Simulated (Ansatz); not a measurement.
Reaction (formal exchange of groups at the Al–C bond): `C#[C][Al]([NH2])[F]` + `CCS` → `[NH2][Al]([F])[SH]` + `C#CCC`

Calculated with Ansatz (gas phase, PBE0-D4/def2-TZVP geometries, no zero-point term in ΔE). CBS: MP2 limit from def2 TZ/QZ plus the TZ coupled-cluster correction, frozen cores. Functionals use def2-TZVPP. B3LYP here is the variant with VWN-RPA as its local correlation; programs differ in this. HSE06 is defined as in plane-wave codes. One conformer a species, not always the lowest.

`C#[C][Al]([NH2])[F]`:

Cartesian coordinates in Å:
```
C -0.066 -0.449 -2.483
C 0.175 -0.371 -1.301
Al 0.536 -0.238 0.552
N -0.515 0.656 1.629
F 1.868 -0.977 1.177
H -0.275 -0.520 -3.527
H -0.376 0.762 2.620
H -1.347 1.137 1.332
```

`CCS`:

```xyz
9

C     0.552    0.176    0.769
C    -0.245    0.404   -0.497
S    -1.509   -0.856   -0.814
H    -0.105    0.113    1.638
H     1.262    0.993    0.929
H     1.121   -0.755    0.712
H    -0.812    1.337   -0.437
H     0.405    0.484   -1.370
H    -0.669   -1.897   -0.930
```

`[NH2][Al]([F])[SH]`:

Cartesian coordinates in Å:
```
N -0.390 1.337 0.452
Al -0.012 -0.184 -0.332
F -0.336 -0.369 -1.938
S 0.876 -1.841 0.754
H -0.801 2.130 -0.012
H -0.228 1.538 1.424
H 0.891 -2.611 -0.348
```

`C#CCC`:

Cartesian coordinates in Å:
```
C 1.811 -1.145 0.806
C 1.066 -0.314 0.362
C 0.143 0.673 -0.173
C -1.270 0.126 -0.355
H 2.476 -1.876 1.199
H 0.125 1.539 0.496
H 0.530 1.034 -1.132
H -1.928 0.898 -0.758
H -1.272 -0.722 -1.043
H -1.680 -0.214 0.598
```

**Question.** Is it downhill or uphill in electronic energy at CCSD(T)/CBS, and by how much? (An estimate is asked.)

**Answer.** Ansatz gave: Downhill: ΔE = -18.2 kcal/mol.

**Question.** What do these levels give: r2SCAN-D4, B97M-V, B3LYP-D4, HSE06-D4, CAM-B3LYP-D4, PBE, BLYP, PBE0, SCS-MP2/def2-TZVPP, SCS-MP2/def2-QZVPP, MP2/CBS(def2), CCSD/CBS(def2)? (Best estimate.)

**Answer.** Computed: r2SCAN-D4 -19.6, B97M-V -19.1, B3LYP-D4 -18.7, HSE06-D4 -20.4, CAM-B3LYP-D4 -19.2, PBE -19.6, BLYP -17.9, PBE0 -20.4, SCS-MP2/def2-TZVPP -17.8, SCS-MP2/def2-QZVPP -17.9, MP2/CBS(def2) -18.9, CCSD/CBS(def2) -18.5 kcal/mol.

**Question.** What do rigid-rotor, harmonic-oscillator terms from PBE0-D4/def2-TZVP frequencies (298.15 K, 1 bar) make of the CCSD(T)/CBS value? (An estimate is asked.)

**Answer.** Computed: ΔZPE = +0.2 kcal/mol, ΔH = -18.0 kcal/mol, ΔS = -2 J/(mol·K), ΔG = -17.9 kcal/mol.

Largest T1 diagnostic among the species: 0.013.

From BLYP to BHLYP (50 % exact exchange), in def2-TZVPP and without D4, ΔE moves by −1.5 kcal/mol. At CCSD(T), def2-SVP lies −1.2 kcal/mol from the extrapolated value and def2-TZVPP +0.2 kcal/mol. Leaving LDA and LC-ωPBE aside and taking each functional with its dispersion term where it has one, the values, not all of them listed here, spread over 2.6 kcal/mol, from PBE0-D4 to BLYP-D4. LDA lies −2.0 kcal/mol from PBE without D4.
